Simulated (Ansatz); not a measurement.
Cl$_{2}$IIn (`[Cl][In]([Cl])[I]`), charge 0, multiplicity 1.

Give a relaxed structure at PBE0-D4/def2-TZVP (the Gaussian-basis code of Ansatz). (Estimate.)

Ansatz gave: 
Cartesian coordinates in Å:
```
Cl 0.9363 -2.0775 -0.4858
In 0.0371 -0.0066 -0.0372
Cl 0.8221 1.7653 -1.2791
I -1.7955 0.3187 1.8022
```
Point group C2v.
